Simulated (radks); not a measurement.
The numbers below are computed, except where a source is named.
Question: Excited configurations of Pm+: one electron is placed in a higher orbital outside [Xe] 4f5. The ground configuration is [Xe] 4f5 6s1. Code: a radial shooting solver on a logarithmic mesh with Libxc functionals. Model: Dirac Kohn-Sham, PBEsol, spin-unpolarised, spherical densities, finite nucleus; open shells are shared between the two j in proportion to 2j + 1; Fermi nuclear charge, rms radius 4.962 fm. Excitation = E - E(ground); binding = E(ion) - E, where the ion is the core of charge +2; n* = 2/sqrt(2 binding) in atomic units, and the quantum defect is n - n*. Eigenvalue and <r> are those of j = l + 1/2.

outer orbital  excitation (eV)  binding (eV)     n*  quantum defect  eigenvalue (eV)  <r> (bohr)
5f                       7.371         3.469  3.961           1.039           -2.466       8.803
6d                       6.214         4.626  3.430           2.570           -3.456       7.709
6f                       8.509         2.332  4.831           1.169           -1.767       15.04
7p                       6.619         4.221  3.591           3.409           -3.260       9.668
7d                       7.996         2.844  4.374           2.626           -2.214       13.49
7f                       9.174         1.666  5.716           1.284           -1.302       22.59

Estimate the row for 5d.

Answer: excitation (eV) 1.198; binding (eV) 9.642; n* 2.376; quantum defect 2.624; eigenvalue (eV) -5.955; <r> (bohr) 3.020. The Delta-SCF ionisation energy is 10.840 eV (NIST Atomic Spectra Database: 10.94 eV, semi-empirical). Self-interaction in the functional shifts the binding energies and quantum defects, so they are the method's values and not measured ones. Spin polarisation and multiplet splitting are left out, so open shells lie too high by an amount that depends on their filling. Sharing an open shell by 2j + 1 raises it above the true ground level by a part of the spin-orbit splitting, which enters the differences from NIST.

Beside tabulated values, note that spin-unpolarised runs miss the spin-polarisation part of the exchange energy of open shells.
